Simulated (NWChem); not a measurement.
Species: CH3FOZn; SMILES C[O][Zn][F]

```xyz
7

Zn     0.3075    -0.4089     0.0000
F     -0.1044    -2.0938     0.0000
O      0.8802     1.2569     0.0000
C      0.0885     2.4006     0.0000
H     -0.5656     2.4891     0.8917
H      0.7428     3.2915     0.0000
H     -0.5656     2.4891    -0.8917
```
Atoms are numbered in this order, from 1.

All runs: NWChem. Geometry: optimised at PBE0/def2-SVP. GIAO values for the isolated, static molecule; σ is the absolute isotropic shielding, δ = σ(reference) − σ with the isolated reference molecule computed at the same levels (13C: tetramethylsilane, 19F: trichlorofluoromethane, 1H: tetramethylsilane, 17O: water).

Q: Predict the results for LDA (Slater exchange, VWN5)/pcSseg-1. Quantities: σ Zn1 (ppm); δ F2 (ppm); δ O3 (ppm); δ C4 (ppm); δ H5 (rotor mean) (ppm).

A: 
```
Quantity                  Value
-----------------------  ------
σ Zn1 (ppm)              1645.4
δ F2 (ppm)               -260.4
δ O3 (ppm)                 26.6
δ C4 (ppm)                 62.3
δ H5 (rotor mean) (ppm)    4.44
```
